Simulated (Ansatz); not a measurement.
`[SiH3][SiH2][S][InH2]` + `C[NH][GeH3]` → `C[N]([GeH3])[InH2]` + `[SiH3][SiH2]S` at 600 K and 1 bar (ligand exchange at the In–S bond).

Gas-phase electronic energies from Ansatz, PBE0-D4/def2-TZVP geometries. CCSD(T)/CBS adds triple-zeta CCSD(T) − MP2 to the extrapolated MP2 energy (def2 sets, frozen cores). Elements past krypton have def2 core potentials. For Ge, In outer-core shells are correlated without core-valence functions, which leaves a few kJ/mol of doubt a bond. Scalar relativity is left out up to krypton. One conformer a species, not always the lowest.

```json
{"species": "`[SiH3][SiH2][S][InH2]`", "CCSD(T)/CBS energy (Eh)": "-1169.98502", "H − E (kJ/mol)": "224.1", "S (J/(mol·K))": "522.6"}
{"species": "`C[NH][GeH3]`", "CCSD(T)/CBS energy (Eh)": "-2173.06430", "H − E (kJ/mol)": "253.9", "S (J/(mol·K))": "386.3"}
{"species": "`C[N]([GeH3])[InH2]`", "CCSD(T)/CBS energy (Eh)": "-2363.46641", "H − E (kJ/mol)": "277.7", "S (J/(mol·K))": "488.4"}
{"species": "`[SiH3][SiH2]S`", "CCSD(T)/CBS energy (Eh)": "-979.55409", "H − E (kJ/mol)": "192.1", "S (J/(mol·K))": "424.6"}
```

H − E and S are ideal-gas, rigid-rotor, harmonic terms from PBE0-D4/def2-TZVP, for one conformer and one mirror image of each species. 1 Eh = 2625.50 kJ/mol, R = 8.31446 J/(mol·K).

By hand: ΔE, ΔH, ΔS and ΔG.

ΔE = (-2363.46641) + (-979.55409) − (-1169.98502) − (-2173.06430) = 0.02882 Eh = 75.7 kJ/mol. Δ(H − E) = 277.7 + 192.1 − 224.1 − 253.9 = -8.2, so ΔH = 67.5 kJ/mol. ΔS = 488.4 + 424.6 − 522.6 − 386.3 = 4.1 J/(mol·K). ΔG = 67.5 − 600 × (4.1)/1000 = 65.0 kJ/mol.

By hand: the equilibrium constant, and the temperature at which ΔG would vanish if ΔH and ΔS stayed fixed.

log₁₀ K = −ΔG/(RT ln 10) = -5.7. ΔG = 0 at ΔH/ΔS = 16463 K, far beyond where these terms or the molecules hold.

The number of gas molecules stays the same, so ΔS is small and ΔH decides. A doubt of 5 kJ/mol in ΔE shifts log₁₀ K by 0.4 here. Other conformers and mirror images would add mixing entropy, several J/(mol·K) or more a flexible species. Modes under 60 cm⁻¹, often nearly free rotors, make the harmonic entropy too high. These are equilibria of isolated gas molecules and say nothing of rates. Largest T1 diagnostic: 0.015 (customary marks: 0.02 for closed shells, 0.045 for open ones).
